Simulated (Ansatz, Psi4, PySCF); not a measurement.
BiF₃, singlet, at a GFN2-xTB geometry (such geometries of metal compounds can be far from the true shape) (core potentials on Bi). Base run: CAMB3LYP/def2-SVP (PySCF).

Here is a job for PySCF.
```python
from pyscf import gto, scf, dft

mol = gto.M(
    atom='''
Bi    0.002834   -0.004030    0.273107
F    -1.352636   -1.009807   -0.840693
F    -0.221867    1.687162   -0.812624
F     1.548371   -0.640186   -0.865338
''',
    basis='def2-svp',
    ecp={'Bi': 'def2-svp'},
    charge=0,
    spin=0,
    verbose=4,
)

mf = dft.RKS(mol)
mf.xc = 'camb3lyp'
mf.kernel()
```

The same geometry, method and basis name were run in Ansatz (a first-principles code) and Psi4 and PySCF, at each program's defaults and at the settings that a row names. The base is PySCF at its defaults. Differences at the defaults can come from grids, fitting, cores and function types together.

```tsv
code and settings	ΔE vs base (µEh)	basis functions	E (Eh)	SCF cycles	dipole (D)
PySCF, defaults (exact integrals, its default grid, spherical functions)	0.0	68	-513.88212	9	5.63
Psi4, defaults (density fitting with its default set, its default grid, spherical functions)	…	68	…	8	5.63
Ansatz, defaults (factorised integrals, its default grid, spherical functions)	2.9	68	-513.88212	-	-
PySCF, density fitting with def2-universal-jkfit	5.5	68	-513.88211	9	5.63
PySCF, fine grid	-7.1	68	-513.88213	9	5.63
Psi4, exact integrals, spherical functions, fine grid	-11.8	68	-513.88213	12	5.63
Ansatz, high accuracy	4.1	68	-513.88211	-	-
```

Q: Some entries are withheld; supply them.

A: 
- Psi4, defaults (density fitting with its default set, its default grid, spherical functions), ΔE vs base (µEh): -72.3
- Psi4, defaults (density fitting with its default set, its default grid, spherical functions), E (Eh): -513.88219
